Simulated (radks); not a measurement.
Values are calculated unless marked as measured or tabulated.
Effect of the nuclear size on the chromium ion Cr3+, [Ar] 3d3. Level of theory: Dirac Kohn-Sham, exchange-only LDA, spin-unpolarised, spherical densities, finite nucleus; open shells fill j = l - 1/2 first; Fermi nuclear charge, rms radius 3.6452 fm (a radial shooting solver on a logarithmic mesh with Libxc functionals). The rms radius is varied about that value; shifts are against it.

rms radius (fm)  total energy shift (eV)  density at nucleus (e/bohr^3)  1s1/2 shift (meV)  2s1/2 shift (meV)  3s1/2 shift (meV)
3.2697                           -0.0143                      1.141e+04              -6.08             -0.529             -0.077
3.3499                           -0.0114                       1.14e+04              -4.84             -0.421             -0.061
3.6452                                 0                      1.136e+04              0.000              0.000              0.000
3.8457                           0.00827                      1.134e+04               3.51              0.305              0.044
4.2029                            0.0240                      1.131e+04               10.2              0.888              0.129

Slopes of the eigenvalues against <r^2> in GHz/fm^2, as finite differences over the two radii next to the reference (eigenvalue slopes, not the field-shift constants of lines): 1s1/2 565, 2s1/2 49.2, 3s1/2 7.13.
